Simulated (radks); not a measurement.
Values are calculated unless marked as measured or tabulated.
Coulomb parameter of the 4d shell of the technetium ion Tc+ in the model configuration [Kr] 4d4.5 5s1.5, as a second difference U = [E(n + 0.5) + E(n - 0.5) - 2 E(n)] / (0.5)^2 with all orbitals relaxed. "Bare": the charge of the atom changes with n. "Screened": the 5s shell takes up the change at fixed total charge, which measures U(4d,4d) + U(5s,5s) - 2 U(4d,5s). Code: a radial shooting solver on a logarithmic mesh with Libxc functionals. Model: scalar-relativistic Kohn-Sham, PBE, spin-unpolarised, spherical densities, point nucleus.

case              configuration  E - E(n) (eV)
start          [Kr] 4d4.5 5s1.5          0.000
bare +0.5        [Kr] 4d5 5s1.5         -6.415
bare -0.5        [Kr] 4d4 5s1.5          9.161
screened +0.5      [Kr] 4d5 5s1         -1.544
screened -0.5      [Kr] 4d4 5s2          1.945

U(bare) = 10.983 eV, U(screened by 5s) = 1.603 eV, against the Slater integral F0(4d,4d) = 15.173 eV with frozen orbitals.
